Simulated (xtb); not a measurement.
xtb input:

```bash
xtb mol.xyz --gfn 2 --sp --chrg 0 --uhf 0
```
mol.xyz:
```
17

C     -0.27341958    -1.23472261    -1.51093246
Ge    -0.00000000    -0.00000000     0.00000000
C     -0.04977491     1.85828057    -0.65309332
C     -1.42692781    -0.26634805     1.33234788
C      1.75012229    -0.35720991     0.83167791
H     -1.23863062    -1.05216551    -1.98507249
H     -0.24911628    -2.27015707    -1.16880230
H      0.50798948    -1.10211787    -2.26032160
H      0.09998343     2.55788778     0.17024768
H     -1.01248216     2.07546501    -1.11762952
H      0.73413794     2.02551265    -1.39287863
H     -2.40505281    -0.07294963     0.89003945
H     -1.41553847    -1.29094119     1.70630963
H     -1.29258722     0.40947315     2.17791664
H      1.79707990    -1.38282028     1.20003448
H      2.55418566    -0.21478109     0.10851518
H      1.92003115     0.31759405     1.67164148
```

**Question.** Predict the final energy.

**Answer.** -16.58231 Eh (GFN2-xTB).
